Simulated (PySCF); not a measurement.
Problem. What does the PBE0-D3(BJ)/def2-SVP structure of `OCCC#[N+][AlH3-]` look like in three dimensions?

Solution. 
Z-matrix in Å and degrees, rows numbered from 1:
```
O 
C   1  1.3807
C   2  1.5540  1  111.90
C   3  1.4443  2  106.25  1    56.55
N   4  1.1540  3  166.74  2    -6.82
Al  5  2.0438  4  144.89  3    -4.09
H   1  0.9762  2  110.47  3   -84.83
H   2  1.1061  1  113.20  3   122.78
H   2  1.1021  1  108.90  3  -118.01
H   3  1.1011  2  110.27  1   -61.22
H   3  1.1013  2  112.21  1   177.51
H   6  1.5956  5  103.63  4   118.24
H   6  1.6315  5   91.16  4     1.79
H   6  1.5951  5  103.17  4  -115.27
```

Of the pairs four or more bonds apart, H7···H13 is among the closest relative to their van der Waals radii: 1.81 Å, 75 % of the sum of Bondi's values. The 2 C–C bonds span 1.444 Å (C3–C4, drawn single) to 1.554 Å (C2–C3, drawn single), a spread of 0.110 Å. N5 (nitrogen bonded to Al and C) is bent (angle 144.9°). Al6 (aluminium bonded to N and 3 H) has angles from 91.2° to 120.6°.

Computed with PBE0-D3(BJ)/def2-SVP geometry optimisation, gas phase (PySCF).

Point group: C1 (no symmetry element, even within 0.4 Å). Whether it is a minimum is left open (no frequencies). One conformer, not necessarily the lowest (H–O1–C2–C3 -85°, O1–C2–C3–C4 57°).

On one thread, Arm Neoverse V2 (aarch64), shared host, this took 78 s wall and 0.50 GiB of memory at its peak. These figures are those of the optimisation.
